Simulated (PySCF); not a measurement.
**Electron correlation in F+ (fluorine, charge +1)**

[He] 2s2 2p4, high-spin 3P determinant. All numbers are calculated (PySCF 2.14, the non-relativistic Hamiltonian (point nucleus), in pcseg-2 (4s3p2d1f, 30 functions)). Frozen: 1s2; 6 electrons correlated.

MP2 pair energies summed by pair of shells (mhartree):

```csv
pair,energy,share (%)
2p-2p,-64.64,48.4
2s-2p,-60.13,45.0
2s-2s,-8.78,6.6
```

Total MP2 correlation energy: -133.55 mhartree.

Same-spin part -32.69 and opposite-spin part -100.85 mhartree; SCS-MP2 scales them by 1/3 and 6/5 to -131.92 mhartree.

```csv
level,correlation energy (mhartree)
CCSD,-149.32
(T),-1.80
CCSD(T),-151.12
```

Diagnostics: T1 = 0.0045, D1 = 0.0073, largest double amplitude 0.028.

Cost of the coupled-cluster step: 0.36 s of wall time on 1 thread of Neoverse-V1 (shared host), for 6 correlated electrons.

Iterations:

```
CC2 = 0
CCSD nocc = (np.int64(4), np.int64(2)), nmo = (29, 29)
frozen orbitals [[0], [0]]
max_cycle = 100
direct = 0
conv_tol = 1e-08
conv_tol_normt = 1e-06
diis_space = 8
diis_start_cycle = 0
Init t2, MP2 energy = -0.133547639067627
Init E_corr(UCCSD) = -0.133547639068909
cycle = 1  E_corr(UCCSD) = -0.146255782069469  dE = -0.012708143  norm(t1,t2) = 0.022058
cycle = 2  E_corr(UCCSD) = -0.148448986517988  dE = -0.00219320445  norm(t1,t2) = 0.00691255
cycle = 3  E_corr(UCCSD) = -0.149352160028628  dE = -0.000903173511  norm(t1,t2) = 0.00295289
cycle = 4  E_corr(UCCSD) = -0.149307746018309  dE = 4.44140103e-05  norm(t1,t2) = 0.0007191
cycle = 5  E_corr(UCCSD) = -0.14931724713109  dE = -9.50111278e-06  norm(t1,t2) = 0.000150506
cycle = 6  E_corr(UCCSD) = -0.149319405124424  dE = -2.15799333e-06  norm(t1,t2) = 3.70554e-05
cycle = 7  E_corr(UCCSD) = -0.149318862207049  dE = 5.42917375e-07  norm(t1,t2) = 7.99961e-06
cycle = 8  E_corr(UCCSD) = -0.149318893561487  dE = -3.13544382e-08  norm(t1,t2) = 1.21171e-06
cycle = 9  E_corr(UCCSD) = -0.149318891277438  dE = 2.28404912e-09  norm(t1,t2) = 1.57884e-07
UCCSD converged
E(UCCSD) = -98.97934677781015  E_corr = -0.1493188912774379
UCCSD(T) correction = -0.0017987923461723
```
